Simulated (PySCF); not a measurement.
The multiplicity is imposed and other spin states were not computed.

Cartesian coordinates (Å):
```xyz
9

Zn     0.0000     0.0000     0.0000
C     -1.7024     0.8429     0.4271
H     -2.0378     1.5167    -0.3891
H     -1.6330     1.4514     1.3532
H     -2.5011     0.0878     0.5844
C      1.7024    -0.8429    -0.4271
H      1.6012    -1.5574    -1.2710
H      2.1047    -1.4075     0.4402
H      2.4660    -0.0911    -0.7177
```
Charge 0, spin multiplicity 1.

Question: Give the LUMO, charge on the central atom (Mulliken) and HOMO at the level TPSSh-D3(BJ)/def2-TZVP // PBE-D3(BJ)/def2-SVP in PySCF 2.14.0.

Answer: 
```json
{
 "LUMO": "-0.09 eV",
 "charge on the central atom (Mulliken)": "0.36 e",
 "HOMO": "-6.51 eV"
}
```
